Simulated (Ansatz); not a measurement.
Relaxation of F$_{2}$H$_{7}$PW (11 atoms, charge 0, multiplicity 1), to a largest force component of 0.03 eV/Å in at most 50 steps.

The calculation used RKS PBE-D4/def2-SVP (Ansatz).

```xyz
11
Properties=species:S:1:pos:R:3
W 0.120 0.155 -0.372
H -0.413 0.673 2.449
H 1.698 -0.444 -0.555
H -0.216 1.753 0.094
F -1.604 -0.565 0.004
H 0.605 -0.989 0.782
F 0.094 -0.085 -2.226
P 2.022 1.470 0.301
H 3.205 0.911 0.868
H 1.874 2.647 1.096
H 0.191 0.864 2.090
```

Problem. Where does it end, and by what steps?

Solution. It converged. After 10 steps the energy has fallen by 0.173 eV; H11 moved furthest, 0.93 Å.

| step | energy less start (eV) | largest force component (eV/Å) | accepted |
| --- | --- | --- | --- |
| 0 | 0.0000 | 1.636 | yes |
| 1 | -0.0957 | 0.538 | yes |
| 2 | -0.1262 | 0.185 | yes |
| 3 | -0.1456 | 0.374 | yes |
| 4 | -0.1569 | 0.302 | yes |
| 5 | -0.1685 | 0.172 | yes |
| 6 | -0.1716 | 0.111 | yes |
| 7 | -0.1726 | 0.101 | yes |
| 8 | -0.1721 | 0.057 | no |
| 9 | -0.1732 | 0.031 | yes |
| 10 | -0.1735 | 0.013 | yes |

```xyz
11
Properties=species:S:1:pos:R:3
W 0.241 0.160 -0.502
H -0.934 0.556 2.796
H 1.819 -0.462 -0.673
H -0.099 1.722 0.062
F -1.494 -0.398 0.060
H 0.695 -0.983 0.664
F 0.191 -0.102 -2.358
P 2.060 1.418 0.165
H 3.344 0.942 0.564
H 1.990 2.679 0.833
H -0.237 0.857 2.918
```

Whether the end is a true minimum wasn't checked by a vibrational analysis.

The run took 28 s on 2 threads of Arm Neoverse V2 (shared host), peak memory 0.15 GiB.
